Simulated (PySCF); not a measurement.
**Electron correlation in I³⁺ (iodine, charge +3)**

[Kr] 4d10 5s2 5p2, high-spin 3P determinant. Calculation: PySCF 2.14, in aug-cc-pwCVTZ-PP with ECP28MDF; a scalar-relativistic core potential. Frozen: 4s2 4p6 4d10; 4 electrons correlated.

```tsv
level	correlation energy (mhartree)
CCSD	-65.06
(T)	-1.28
CCSD(T)	-66.34
```

Diagnostics: T1 = 0.0057, D1 = 0.0150, largest double amplitude 0.088.

Cost of the coupled-cluster step: about 21 core-seconds, for 4 correlated electrons.
